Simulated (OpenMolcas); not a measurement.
Er3+ among 6 point charges of -2 e arranged as an octahedron (Oh), 2.43 Å from the ion.
```
   2.4300    0.0000    0.0000  -2.00
   0.0000    2.4300    0.0000  -2.00
  -2.4300    0.0000    0.0000  -2.00
   0.0000   -2.4300    0.0000  -2.00
   0.0000    0.0000    2.4300  -2.00
   0.0000    0.0000   -2.4300  -2.00
```

```yaml
Program: OpenMolcas 26.06
Method: CASSCF
Basis: ANO-RCC-VDZP [7s6p4d2f1g]
Scalar_Hamiltonian: DKH2, point nucleus
Active_space: 11 electrons in 7 orbitals (4f)
State_averaging: 2S+1 = 4 odd, 35 roots (30 in the spin-orbit step); 2S+1 = 2 odd, 73 roots kept (CI in the orbitals of an earlier block)
Spin-orbit_coupling: RASSI with atomic mean-field integrals over the reference wave functions
```

What is the spin-free ground state (labels of O, the rotations of Oh)?

4A1, 1-fold in its orbital part, 100 % from free-ion I terms; it has the highest spin that f11 allows.

Where is the first state of the same spin?

4T1 at 34.9 cm-1 above the ground state.

What are the lowest two levels with spin-orbit coupling?

A 4-fold level Γ8, then a 4-fold level Γ8 52.9 cm-1 above it. Their leading multiplicities are 4 (98 %) and 4 (98 %).

What is χT at 300 K, and how does it compare with the textbook value?

Hund's rules give f11 the level 4I15/2 with g = 1.200, so an isolated free-ion multiplet has χT = g² J(J+1) / 8 = 11.475 cm3 K/mol. The computed 11.376 at 300 K differs by -1 %, through the field's splitting, the mixing of terms and any other multiplet in reach.

High states are left out of the spin-orbit mixing, which shifts the levels that they would mix with. This is an electrostatic model: the charges have no orbitals. The first state left out of the spin-orbit step lies near 47000 cm-1 above the lowest spin-free state of the reference (among the parities and spins computed), and the lists stop at four fifths of that energy or lower. No measured value stands beside these numbers.
